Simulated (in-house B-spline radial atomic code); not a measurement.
Values are calculated unless marked as measured or tabulated.
## Softness against transferability: the 4d channel of Ag

Ag, [Kr] 4d10 5s1, non-relativistic LDA (VWN5), spherical and spin-unpolarised, from an all-electron radial atomic-structure program (B-spline basis) (atomic units). The all-electron 4d level is ε = -0.298707 hartree, its outermost node lies just inside 0.44 bohr and its outer maximum at 1.03 bohr.

Troullier-Martins pseudo-orbitals are made for several radii. The cutoffs (hartree) are the plane-wave energies beyond which the orbital holds less than the named kinetic energy per electron. The phase error is the difference, pseudo minus all-electron, of arctan(R P'/P) at R = 1.74 bohr for all radii, half a hartree below and above the level.

```csv
r_c (bohr),V_l(0) (hartree),cutoff for 10 mEh,for 1 mEh,for 0.1 mEh,phase error at ε − 0.5 (mrad),at ε + 0.5 (mrad)
0.77,-72.66,125,154,306,-1.5,-1.0
0.9,-27.30,58.3,86.1,143,-0.9,-0.6
1.03,-16.17,30.1,44.6,62.3,-0.6,-0.4
1.17,-13.88,28,36.6,44.6,-0.4,-0.2
1.3,-13.35,27.4,35.3,42.3,-0.3,-0.2
1.44,-12.87,26.5,33.6,40.5,+0.1,0.0
```

(1) Which radius needs the lowest cutoff for 0.1 mEh while both phase errors stay within 0.7 mrad?

(2) What does the larger radius buy, and what does it cost?

## Answers

(1) The radii within that limit are 1.03, 1.17, 1.3, 1.44 bohr; of these r_c = 1.44 needs the least, 40.5 hartree, that is 81 Ry or 1102 eV.

(2) From r_c = 0.77 to 1.44 bohr the cutoff for 1 mEh goes from 154 to 33.6 hartree, a factor of 4.58, against 3.50 for a pure 1/r_c² scaling, end to end; step by step it is 154, 86.1, 44.6, 36.6, 35.3, 33.6, and for 0.1 mEh 306, 143, 62.3, 44.6, 42.3, 40.5; the number of plane waves goes as the cutoff to the power 3/2, here a factor of 9.8. The larger of the two phase errors is least at r_c = 1.44 bohr, 0.1 mrad; it is 1.5 at the smallest radius and 0.1 at the largest, so in this scan the atom's own scattering shows no cost of a large radius. These errors test the reference atom alone. The smallest radius lies well inside the outer maximum, where the nodeless form must bend sharply to keep the norm, so it is both harder and scatters less well than the next. Large radii also let the cores of neighbours overlap, which an atom doesn't show.
